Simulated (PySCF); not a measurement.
Positional isomers: norbornane silyl. All species are isolated molecules in the gas phase. One relaxed conformer stands for each flexible species; it need not be the lowest. Strings in code marks are SMILES.

The HOMO–LUMO gap from two functionals at the same geometries (PBE0-D3(BJ)/def2-SVP), both in PySCF: PBE-D3(BJ)/def2-TZVP and M06-2X/def2-TZVP. 

| species | PBE-D3(BJ)/def2-TZVP (eV) |
|---|---|
| `C1[C@]2([SiH3])C[C@@H](CC2)C1` | 6.72 |
| `[SiH3][C@H]1[C@H]2CC[C@@H]1CC2` | 6.76 |
| `[SiH3][C@@H]1C[C@@H]2CC[C@H]1C2` | 6.59 |

Problem. What does M06-2X/def2-TZVP give for each?

Solution. 
- `C1[C@]2([SiH3])C[C@@H](CC2)C1`: 10.46
- `[SiH3][C@H]1[C@H]2CC[C@@H]1CC2`: 10.69
- `[SiH3][C@@H]1C[C@@H]2CC[C@H]1C2`: 10.40
Over these rows, drawn at random from the members with no instability flagged (it was tested for open shells, ions and some series alone), PBE minus M06-2X: mean -3.83 eV, from -3.94 eV to -3.74 eV.
